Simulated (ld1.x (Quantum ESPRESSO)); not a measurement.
**niobium (Nb) RRKJ: all-electron and pseudo phase curves**

- Element: Nb (Z = 41)
- Generator: ld1.x (Quantum ESPRESSO) 7.5
- Type: norm-conserving RRKJ (Kleinman–Bylander form)
- Functional: PBE
- Relativity: fully relativistic
- Frozen core: [Ar] 3d10
- Valence charge: 13
- Reference configuration: 4s2 4p6 4d4 5s0 5p1
- Partial waves: 4s (bound): rc 1.05 bohr; 4p (bound): rc 1.70 bohr; 4d (bound): rc 2.55 bohr
- Local potential: the d channel
- Core correction: Bessel-smoothed model core inside 1.00 bohr
- rho0: 0.02

Open shells are filled in proportion to 2j + 1 (rel_dist='average').

Occupied shells without a wave of their own: 5p. They enter only through the test configuration that unscreens the potential, and ld1.x also counts them in the model core charge.

The phase is arctan(r·u′/u) with u = r·R(r), unwrapped; energies in Ry, scanned from -6 to 5 Ry. A pole is an energy at which the radial function vanishes at the test radius. The pseudo phase is shifted by a multiple of π to meet the all-electron one at the reference energy, and phase errors are pseudo minus all-electron; the curves can meet again beyond the range given. Levels narrower than the energy grid can be missing from the lists of poles.

Q: For each channel, where are the poles, and over which energies does the pseudopotential scatter like the atom?

A:

```json
{"channel": "s", "radius (bohr)": "2.77", "reference energy (Ry)": "-4.38", "poles, all-electron": "-4.35, 2.29", "poles, pseudo": "-4.35, 2.16", "unbroken range about the reference energy with phases within 0.05 rad": "below 4.2", "phase error 1 Ry above the reference energy (rad)": "+0.001"}
{"channel": "p1/2", "radius (bohr)": "2.77", "reference energy (Ry)": "-2.73", "poles, all-electron": "-2.65, 3.35", "poles, pseudo": "-2.65, 3.14", "unbroken range about the reference energy with phases within 0.05 rad": "below 4.7", "phase error 1 Ry above the reference energy (rad)": "+0.002"}
{"channel": "p3/2", "radius (bohr)": "2.77", "reference energy (Ry)": "-2.58", "poles, all-electron": "-2.49, 3.49", "poles, pseudo": "-2.49, 3.28", "unbroken range about the reference energy with phases within 0.05 rad": "below 4.9", "phase error 1 Ry above the reference energy (rad)": "+0.002"}
{"channel": "d3/2", "radius (bohr)": "2.77", "reference energy (Ry)": "-0.31", "poles, all-electron": "0.18", "poles, pseudo": "0.20", "unbroken range about the reference energy with phases within 0.05 rad": "-0.4 to 1.6", "phase error 1 Ry above the reference energy (rad)": "+0.013"}
{"channel": "d5/2", "radius (bohr)": "2.77", "reference energy (Ry)": "-0.30", "poles, all-electron": "0.20", "poles, pseudo": "0.20", "unbroken range about the reference energy with phases within 0.05 rad": "below 1.7", "phase error 1 Ry above the reference energy (rad)": "+0.006"}
```

ld1.x takes every shell without a wave as core, so the model core holds the 5p electrons as well and exchange and correlation see them twice. This cancels in the reference configuration, but the file is broken for other ones, and its errors say nothing about a proper core correction.

Phases in the p1/2 channel:

```
E (Ry)  all-electron  pseudo
 -6.00         1.412   1.412
 -5.48         1.402   1.403
 -4.96         1.391   1.391
 -4.44         1.376   1.377
 -3.92         1.355   1.355
 -3.40         1.314   1.315
 -2.88         0.938   0.941
 -2.36        -1.735  -1.734
 -1.84        -1.809  -1.807
 -1.32        -1.870  -1.867
 -0.80        -1.955  -1.950
 -0.28        -2.114  -2.105
  0.24        -2.523  -2.503
  0.76        -3.571  -3.563
  1.28        -4.255  -4.266
  1.80        -4.489  -4.502
  2.32        -4.599  -4.614
  2.84        -4.666  -4.682
  3.36        -4.714  -4.733
  3.88        -4.754  -4.779
  4.40        -4.792  -4.829
  4.92        -4.834  -4.894
```
